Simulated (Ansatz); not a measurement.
Cl5Nb, singlet, at a GFN2-xTB geometry of the parent state (such geometries of metal compounds can be far from the true shape) (the multiplicity is a formal guess) (core potentials on Nb); BLYP/def2-SVP (Ansatz, a quantum-chemistry and plane-wave program).

Input for Ansatz:
Ansatz 0.2 input:
```yaml
crystal:
  periodic: [false, false, false]
  atoms:
    - {symbol: Nb, position_ang: [0.02729002, 0.16592046, -0.13871072]}
    - {symbol: Cl, position_ang: [1.97824464, -0.18680081, -1.05168105]}
    - {symbol: Cl, position_ang: [0.62431961, -1.30473457, 1.84570697]}
    - {symbol: Cl, position_ang: [-1.22195116, 0.76817675, -1.85553039]}
    - {symbol: Cl, position_ang: [-1.47094980, -1.62636147, 0.27666815]}
    - {symbol: Cl, position_ang: [0.02451960, 1.94955898, 1.11937393]}
basis:
  gaussian:
    orbitals: def2-SVP
hamiltonian:
  xc: blyp
```

It wrote (shortened):

```
Functional definition: BLYP
1252 factors; their error is unknown
mean field evaluation 1: about -64147.7696 eV, gradient 2.5e1 eV
mean field evaluation 2: about -64005.4732 eV, gradient 2.1e2 eV
mean field evaluation 4: about -64148.9227 eV, gradient 1.7e1 eV
mean field evaluation 8: about -64149.6363 eV, gradient 1.6e-1 eV
mean field evaluation 16: about -64149.5677 eV, gradient 4.2e-4 eV
mean field evaluation 32: about -64136.6641 eV, gradient 3.1e1 eV
mean field -64149.56765583 eV, -2357.4531292130 hartree, gradient 4.2e-5 eV, S^2 0.000000; 4 other end points of the search recorded, 0 dependent functions left out
reference -64149.56808281 eV, -2357.4531449041 hartree; 49, 49 occupied and 72, 72 virtual orbitals, 1252 factors
Total energy: -64149.56808281 eV, -2357.4531449041 hartree
```
